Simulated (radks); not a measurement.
Results of a calculation; reference values are marked as such.
Species: neutral ruthenium. Configuration: [Kr] 4d6 5p2 (not the ground configuration).

Level of theory: scalar-relativistic Kohn-Sham, PBEsol, spin-unpolarised, spherical densities, finite nucleus; Fermi nuclear charge, rms radius 4.4809 fm (a radial shooting solver on a logarithmic mesh with Libxc functionals).

Energy parts (Ry):
part                        energy
total                  -9055.99081
kinetic                 9363.73438
electron-nucleus      -21831.81031
Hartree                 3673.58282
exchange-correlation    -261.49771

Orbitals (lengths in bohr, moments of r in powers of bohr):
orbital  occ.  eigenvalue (Ry)   <1/r>
1s          2        -1611.826   45.85
2s          2        -232.1753   10.36
2p          6        -208.0347   10.05
3s          2        -41.25826   3.592
3p          6        -33.32596   3.421
3d         10        -20.55130   3.194
4s          2         -6.06931   1.350
4p          6         -3.85870   1.205
4d          6         -0.76743  0.8585
5p          2         -0.20001  0.3043

The highest occupied level is 5p at -2.721 eV. Summed over all electrons, <r^2> = 72.90 bohr^2, which gives a Langevin (diamagnetic) susceptibility term of -57.7 x 10^-6 cm^3/mol. The density falls to 0.001 e/bohr^3 at r = 5.15 bohr. The electron density at the nucleus is 1.123e+05 e/bohr^3 (large components only).
